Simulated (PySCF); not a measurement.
Predicted microwave data (PySCF, PBE0-D3(BJ)/def2-SVP geometry optimisation, gas phase) for one isomer of C7H5F5O:

```
Rotational constants : A = 1310, B = 595.7, C = 537.4 MHz
Dipole components    : |μa| = 1.58 D, |μb| = 0.01 D, |μc| = 1.58 D
Inertial defect      : -293.73 u·Å²
κ                    : -0.85
```

Question: Which structure is it? (One computed conformer of each.)
A. `[F:1][C:2]1=[C:3]([O:4][CH:5]([F:6])[F:7])[CH:8]=[CH:9][C:10]([F:11])([F:12])[CH2:13]1` with C2–C3–O4–C5 27°, C3–O4–C5–F6 175°, C2–C3–C8–C9 8°, C8–C9–C10–F11 -150°, C9–C10–C13–C2 36°, F1–C2–C13–C10 159°
B. `[CH:1]#[C:2][C@H:3]([CH3:4])[C:5](=[O:6])[C:7]([F:8])([F:9])[C:10]([F:11])([F:12])[F:13]` with C2–C3–C5–O6 107°, C3–C5–C7–F8 17°
C. `[F:1][C:2]1=[C:3]([C@H:4]([F:5])[C:6]([F:7])([F:8])[F:9])[O:10][CH:11]=[CH:12][CH2:13]1` with C2–C3–C4–F5 -118°

Answer: B. It is C#C[C@H](C)C(=O)C(F)(F)C(F)(F)F, an asymmetric top, point group C1. The candidates at the same level (rigid rotor, commonest isotopes):

```
                         SMILES  A (MHz)  B (MHz)  C (MHz)  μa (D)  μb (D)  μc (D)  Δ (u·Å²)  point group                        rotor
      FC1=C(OC(F)F)C=CC(F)(F)C1     1903    420.2    386.5    0.26    0.35    0.29   -160.62           C1  near-prolate asymmetric top
C#C[C@H](C)C(=O)C(F)(F)C(F)(F)F     1310    595.7    537.4    1.58    0.01    1.58   -293.73           C1               asymmetric top
  FC1=C([C@H](F)C(F)(F)F)OC=CC1     1360    567.5    504.0    3.27    0.14    0.68   -259.33           C1               asymmetric top
```

`FC1=C([C@H](F)C(F)(F)F)OC=CC1` has C 6 % too low; `FC1=C(OC(F)F)C=CC(F)(F)C1` has A 45 % too high. No structure here is proved a minimum.
